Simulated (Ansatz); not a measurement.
Single points on Ti(OH)Cl3 (TiCl3OH).

```yaml
crystal:
  periodic: [false, false, false]
  atoms:
    - {symbol: Ti, position_ang: [-0.025845, -0.049791, -0.372224]}
    - {symbol: O, position_ang: [0.093459, 0.173599, 1.337115]}
    - {symbol: H, position_ang: [0.158550, 0.304464, 2.290242]}
    - {symbol: Cl, position_ang: [1.982575, -0.144322, -1.228602]}
    - {symbol: Cl, position_ang: [-1.118832, 1.630052, -1.243656]}
    - {symbol: Cl, position_ang: [-1.089898, -1.914002, -0.782885]}
basis:
  gaussian: {orbitals: def2-TZVP, initial_orbitals: start.molden}
hamiltonian: {xc: {name: B97M-V}}
scf: {omitted_lower_state_checks: [starts]}
output: {orbitals: {seedname: orbitals}}
```

The file start.molden holds the orbitals of an earlier run on this structure, at another level or in another basis.

```sh
$ ansatz run in.yaml --threads 4 --pin off --events-out ev --progress --plain --max-ram 3916MiB
```

Output, abridged:

```
Functional definition: B97M-V
1376 factors; their error is unknown
mean field evaluation 1: about -62739.7893 eV, gradient 2.6e1 eV
mean field evaluation 2: about -62740.0301 eV, gradient 2.9e-1 eV
mean field evaluation 4: about -62740.0304 eV, gradient 1.4e-1 eV
mean field evaluation 8: about -62740.0304 eV, gradient 1.3e-5 eV
mean field -62740.03042561 eV, -2305.6535914212 hartree, gradient 1.3e-5 eV, S^2 0.000000; 0 other end points of the search recorded, 0 dependent functions left out
reference -62740.03049297 eV, -2305.6535938967 hartree; 41, 41 occupied and 152, 152 virtual orbitals, 1376 factors
Total energy: -62740.03049297 eV, -2305.6535938967 hartree
Checks for a lower state left out: starts
```

It took 7.5 s on 4 threads of Arm Neoverse V2 on a shared host.

First input, but with `hamiltonian: {xc: {name: r2SCAN0}, dispersion: d4}` (abridged; 5 s):

```
Functional definition: r2SCAN0
mean field -62750.21863404 eV, -2306.0280011750 hartree, gradient 2.5e-5 eV, S^2 0.000000
Total energy: -62750.28220242 eV, -2306.0303372700 hartree
Checks for a lower state left out: starts
```

First input, but with `hamiltonian: {xc: r2scan, dispersion: d4}` (abridged; 4 s):

```
Functional definition: r2SCAN
mean field -62752.14377754 eV, -2306.0987488939 hartree, gradient 1.1e-5 eV, S^2 0.000000
Total energy: -62752.19504376 eV, -2306.1006328925 hartree
Checks for a lower state left out: starts
```

The first input with `gaussian: {orbitals: def2-SVP, initial_orbitals: start.molden}`, `hamiltonian: {xc: pbe, dispersion: d4}` (abridged; 0.9 s):

```
Functional definition: PBE
mean field -62714.29204010 eV, -2304.7077231998 hartree, gradient 1.3e-5 eV, S^2 0.000000
Total energy: -62714.51312768 eV, -2304.7158480185 hartree
Checks for a lower state left out: starts
```

The first input with `hamiltonian: {xc: hf}` (abridged; 2.3 s):

```
Functional definition: HF
mean field -62658.81181795 eV, -2302.6688626414 hartree, gradient 1.7e-5 eV, S^2 0.000000
Total energy: -62658.81181795 eV, -2302.6688626414 hartree
Checks for a lower state left out: starts
```

The first input with `hamiltonian: {xc: {name: B3LYP}, dispersion: d4}` (abridged; 2.5 s):

```
Functional definition: B3LYP
mean field -62757.56433672 eV, -2306.2979507695 hartree, gradient 8.6e-5 eV, S^2 0.000000
Total energy: -62757.92687275 eV, -2306.3112737228 hartree
Checks for a lower state left out: starts
```

Geometry: r2SCAN-D4/def2-SVP.

B3LYP takes the VWN-RPA correlation.
